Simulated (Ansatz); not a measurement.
`O=CB[TeH]` + HBr → `O=CBBr` + H₂Te at 500 K and 1 bar (ligand exchange at a B–Te bond).

Computed with Ansatz on PBE0-D4/def2-TZVP structures; ΔE is electronic, products minus reactants. CCSD(T)/CBS is the MP2 limit (def2-TZVPP, def2-QZVPP) plus CCSD(T) − MP2 in def2-TZVPP, frozen cores. def2 core potentials past Kr. For Br, Te outer-core shells are correlated without core-valence functions, which leaves a few kJ/mol of doubt a bond. Scalar relativity is left out up to krypton. One conformer a species, not always the lowest.

```
    species  CCSD(T)/CBS energy (Eh)  H − E (kJ/mol)  S (J/(mol·K))
`O=CB[TeH]`               -407.52349           134.6          379.7
        HBr              -2573.91920            30.5          213.7
   `O=CBBr`              -2712.53327           113.2          354.3
       H₂Te               -268.91024            48.9          247.6
```

H − E and S are ideal-gas, rigid-rotor, harmonic terms from PBE0-D4/def2-TZVP, for one conformer and one mirror image of each species. 1 Eh = 2625.50 kJ/mol, R = 8.31446 J/(mol·K).

Problem. By hand: ΔE, ΔH, ΔS and ΔG.

Solution. ΔE = (-2712.53327) + (-268.91024) − (-407.52349) − (-2573.91920) = -0.00082 Eh = -2.2 kJ/mol. Δ(H − E) = 113.2 + 48.9 − 134.6 − 30.5 = -3.0, so ΔH = -5.2 kJ/mol. ΔS = 354.3 + 247.6 − 379.7 − 213.7 = 8.5 J/(mol·K). ΔG = -5.2 − 500 × (8.5)/1000 = -9.4 kJ/mol.

Problem. By hand: the equilibrium constant, and the temperature at which ΔG would vanish if ΔH and ΔS stayed fixed.

Solution. log₁₀ K = −ΔG/(RT ln 10) = 1.0. ΔH and −TΔS have one sign here, so there is no such temperature.

TΔS isn't small against ΔH here. A doubt of 5 kJ/mol in ΔE shifts log₁₀ K by 0.5 here. Other conformers and mirror images would add mixing entropy, several J/(mol·K) or more a flexible species. Modes under 60 cm⁻¹, often nearly free rotors, make the harmonic entropy too high. These are equilibria of isolated gas molecules and say nothing of rates. Largest T1 diagnostic: 0.017 (customary marks: 0.02 for closed shells, 0.045 for open ones).

ΔS is within the doubt of such terms, so its sign, and with it that verdict, could turn.
